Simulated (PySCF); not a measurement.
## Basis-set dependence of excited states

Species: CBr₄.
Atom-mapped SMILES: `[Br:1][C:2]([Br:3])([Br:4])[Br:5]`

TDDFT with PBE0 (PySCF), vertical singlets, core orbitals frozen in the response, spherical d and f functions. Isolated species at its PBE0-D3(BJ)/def2-SVP geometry, gas phase. The PBE0/6-31G* calculation is non-relativistic and has no spin–orbit coupling, an omission that weighs most on bromine.

```
    basis  functions  diffuse  S1 (eV)  S2 (eV)  S3 (eV)  S4 (eV)  S5 (eV)  LUMO (eV)  α (au)
   6-31G*        142       no     4.23     4.23     4.23     5.18     5.18      -2.65    74.6
 def2-SVP        142       no     4.44     4.44     4.44     5.38     5.38      -2.31    73.6
def2-SVPD        184      yes     4.31     4.31     4.31     5.26     5.26      -2.62    98.8
def2-TZVP        223       no     4.32     4.32     4.32     5.24     5.24      -2.55    90.1
```

Problem. How much do these states and the polarisability depend on the basis?

Solution. States are compared by their number. Against the only diffuse basis here (def2-SVPD, itself not a converged limit), sets without diffuse functions differ by up to 0.13 eV in S1 and 0.12 eV in S5. State by state, the largest deviation of a set without diffuse functions is S1 0.13, S2 0.13, S3 0.13, S4 0.12, S5 0.12 eV. The same number needn't mean the same state in each row. Against def2-SVPD the polarisability deviates by -24% in 6-31G*, -25% in def2-SVP, -9% in def2-TZVP.
